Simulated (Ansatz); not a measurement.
Active spaces for ZnF₂, singlet

Computed with Ansatz's Gaussian-basis code (development build). Basis def2-SVP, nonrelativistic, 7 orbitals frozen in the corrections. State-specific CASSCF; RHF is the lowest restricted (open-shell) Hartree–Fock solution met. Letters tell apart solutions met in one space. Small basis; these aren't basis-limit values. No symmetry is imposed, so a solution can break that of the shape. No proof that the lowest CASSCF solution was found.

Geometry. A bond is stretched, to 1.95 times the sum of the covalent radii.

```tsv
atom	x (Å)	y (Å)	z (Å)
F	0.0000	0.0000	3.4840
Zn	0.0000	0.0000	0.0000
F	0.0000	0.0000	-1.7420
```

CASSCF less RHF, in eV, and natural occupations:

| CAS | CASSCF | occupations |
| --- | --- | --- |
| (4,4) a | -3.117 | 1.99, 1.32, 0.68, 0.01 |
| (4,4) b | -2.996 | 1.99, 1.37, 0.63, 0.01 |

Question: What totals less RHF do the corrections give on each solution?

Answer: 

| CAS | SC-NEVPT2 |
| --- | --- |
| (4,4) a | -21.109 |
| (4,4) b | -21.147 |

Question: In CAS(4,4), is the solution lowest in CASSCF also lowest after SC-NEVPT2?

Answer: No: (4,4) b is lowest after SC-NEVPT2, 0.04 eV under (4,4) a, which leads in CASSCF.
